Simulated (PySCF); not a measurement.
# Solvent effects on NMR parameters

Geometry:
```csv
atom,x (Å),y (Å),z (Å)
C1,2.006,1.716,0.358
C2,2.031,0.380,0.337
C3,1.101,-0.523,1.075
Si4,-0.182,-1.300,-0.093
C5,-1.196,0.033,-0.956
C6,-1.963,0.947,-0.006
H7,1.295,2.270,0.980
H8,2.704,2.306,-0.242
H9,2.770,-0.116,-0.306
H10,0.562,0.020,1.868
H11,1.650,-1.349,1.560
H12,0.531,-2.140,-1.109
H13,-1.078,-2.197,0.709
H14,-1.885,-0.468,-1.658
H15,-0.501,0.622,-1.580
H16,-2.647,0.379,0.646
H17,-1.282,1.513,0.649
H18,-2.572,1.685,-0.553
```

GIAO PBE0/pcSseg-1 in PySCF on one PBE0-D3(BJ)/def2-SVP conformer, non-relativistic, equivalent nuclei averaged. Solvents enter as an IEF-PCM continuum (chloroform with ε = 4.7, water with ε = 78.4) around the gas-phase geometry. Shifts are referred to TMS computed in the same medium.

Gas phase, δ in ppm: C2 143.8, C1 121.0, C3 18.8, C6 9.9, C5 1.6, Si4 -36.0, H9 5.91, H7 5.28, H8 5.21, H12/H13 4.00, H10/H11 1.73, H16/H17/H18 1.00, H14/H15 0.63. Dipole moment 0.37 D.

**Question.** How does each δ change in the continuum?

**Answer.** 
| atoms | environment | Δδ, chloroform | Δδ, water |
| --- | --- | --- | --- |
| C2 | alkene CH | +2.1 | +3.1 |
| C1 | terminal =CH2 carbon | +0.2 | +0.3 |
| C3 | allylic sp3 CH2 bonded to Si | +0.5 | +0.7 |
| C6 | methyl carbon | +0.2 | +0.2 |
| C5 | sp3 CH2 bonded to Si | +0.5 | +0.7 |
| Si4 | silicon bonded to 2 C, 2 H | +0.5 | +0.7 |
| H9 | hydrogen on an alkene CH | +0.12 | +0.17 |
| H7 | hydrogen on a terminal =CH2 carbon | +0.07 | +0.12 |
| H8 | hydrogen on a terminal =CH2 carbon | +0.04 | +0.06 |
| H12/H13 | hydrogen on a silicon bonded to 2 C | -0.09 | -0.12 |
| H10/H11 | hydrogen on an allylic sp3 CH2 bonded to Si | +0.10 | +0.14 |
| H16/H17/H18 | hydrogen on a methyl carbon | +0.01 | +0.02 |
| H14/H15 | hydrogen on an sp3 CH2 bonded to Si | +0.02 | +0.02 |

Changes are relative to the gas phase. The dipole moment becomes 0.42 D in chloroform, 0.45 D in water.

**Question.** Which of the listed nuclei move most (in ppm), and what does the model miss?

**Answer.** C2 (alkene CH, +3.1 ppm) in water. A continuum only polarises the solute; specific hydrogen bonds, the anisotropy of aromatic solvents and changes of geometry or conformer are outside it.
